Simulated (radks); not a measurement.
Task: Pm3+, 58 electrons, occupied as [Xe] 4f4. All-electron calculation, scalar-relativistic Kohn-Sham, HCTH/407, spin-unpolarised, spherical densities, finite nucleus; Fermi nuclear charge, rms radius 4.962 fm. Program: a radial shooting solver on a logarithmic mesh with Libxc functionals. Some entries of the table are withheld. Estimate them.

orbital,occ.,eigenvalue (hartree),<r> (bohr)
1s,2,-1655.065,0.02319
2s,2,-270.3810,0.09898
2p,6,-241.7249,0.08709
3s,2,-59.94865,0.2605
3p,6,-50.94131,0.2586
3d,10,(1),0.2359
4s,2,-12.86444,0.5915
4p,6,-9.89809,0.6255
4d,10,-5.70038,0.6830
5s,2,-2.56382,1.401
5p,6,-1.81707,(2)
4f,4,-1.19984,0.9252

Result: 
(1) 3d eigenvalue (hartree): -38.58666
(2) 5p <r> (bohr): 1.605
